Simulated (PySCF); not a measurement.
Predicted microwave data (PBE0-D3(BJ)/def2-SVP geometry optimisation, gas phase (PySCF 2.14.0)) for one isomer of C4H4N2O:

- Rotational constants: A = 6080, B = 2951, C = 1987 MHz
- Dipole components: |μa| = 4.50 D, |μb| = 1.92 D, |μc| = 0.00 D
- Inertial defect: 0.00 u·Å²
- κ: -0.53

**Question.** Which candidate fits, each taken in the one conformer that was computed?
A. `[O-][n+]1ccccn1` (pyridazine N-oxide)
B. `[O-][n+]1ccncc1` (pyrazine N-oxide)

**Answer.** A. It is [O-][n+]1ccccn1, an asymmetric top, point group Cs. The candidates at the same level (rigid rotor, commonest isotopes):

| SMILES | A (MHz) | B (MHz) | C (MHz) | μa (D) | μb (D) | μc (D) | Δ (u·Å²) | point group | rotor |
| --- | --- | --- | --- | --- | --- | --- | --- | --- | --- |
| [O-][n+]1ccccn1 | 6080 | 2951 | 1987 | 4.50 | 1.92 | 0.00 | 0.00 | Cs | asymmetric top |
| [O-][n+]1ccncc1 | 6293 | 2831 | 1952 | 1.20 | 0.00 | 0.00 | 0.00 | C2v | asymmetric top |

`[O-][n+]1ccncc1` has B 4 % too low. In the right answer the mirror of this Cs structure is the ab plane, so μc vanishes by symmetry. No structure here is proved a minimum.
